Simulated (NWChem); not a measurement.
KF; SMILES [K][F]

Results from NWChem. Pople sets run with spherical d functions. All runs use the structure optimised with PBE0/def2-SVP. Static field.

```
level                  basis functions  isotropic polarisability (bohr³)  anisotropy (bohr³)  relative time
---------------------  ---------------  --------------------------------  ------------------  -------------
CAM-B3LYP/6-31G*                    36                              17.6                10.5              1
CAM-B3LYP/6-31+G*                   44                              12.9                 5.7              2
CAM-B3LYP/def2-SVP                  38                              14.5                 4.0              1
CAM-B3LYP/def2-SVPD                 50                              15.7                 4.5              2
CAM-B3LYP/def2-TZVP                 64                              14.4                 4.7              4
CAM-B3LYP/Sadlej pVTZ               64                              16.3                 4.5              8
CAM-B3LYP/def2-TZVPD                76                              16.8                 5.4              7
```

The last column is a rough cost ratio, cheapest run = 1.
